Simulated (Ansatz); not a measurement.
Start from `[OH][Zr]([OH])([OH])[SH]` and change one atom or group to get `[OH][Zr]([OH])([OH])[F]`.

Ansatz, PBE0-D4/def2-TZVP geometries, multiplicity 1. Each molecule was computed in one conformer, which needn't be the lowest.

Elements past krypton have def2 core potentials.

```tsv
property	`[OH][Zr]([OH])([OH])[SH]`
HOMO–LUMO gap (B3LYP/def2-TZVPP) / eV	6.04
LUMO energy (PBE0/def2-TZVPP) / eV	-0.41
size of the dipole moment (B3LYP/def2-TZVPP) / D	3.41
HOMO energy (B3LYP/def2-TZVPP) / eV	-6.70
size of the dipole moment (ωB97M-V/def2-TZVPP) / D	3.53
LUMO energy (ωB97M-V/def2-TZVPP) / eV	0.60
```

(1) Give the same properties after the change, and the shifts. (Best estimate.)

Answers

(1) The calculation gave: 
```
                                          property  `[OH][Zr]([OH])([OH])[F]`  shift
             HOMO–LUMO gap (B3LYP/def2-TZVPP) / eV                       8.13   2.09
                LUMO energy (PBE0/def2-TZVPP) / eV                      -0.24   0.17
  size of the dipole moment (B3LYP/def2-TZVPP) / D                       3.22  -0.19
               HOMO energy (B3LYP/def2-TZVPP) / eV                      -8.68  -1.98
size of the dipole moment (ωB97M-V/def2-TZVPP) / D                       3.21  -0.32
             LUMO energy (ωB97M-V/def2-TZVPP) / eV                       0.60   0.00
```

With PBE0 the HOMO falls by 2.00 eV and the LUMO rises by 0.17 eV, so the gap widens by about 2.17 eV. PBE moves the HOMO by -1.53 eV and ωB97M-V by -2.28 eV. The zero-point energy changes by -18.0 kJ/mol with -3 modes. Dipoles are sizes alone; their direction can turn.

B3LYP here is the variant with VWN-RPA as its local correlation; programs differ in this.
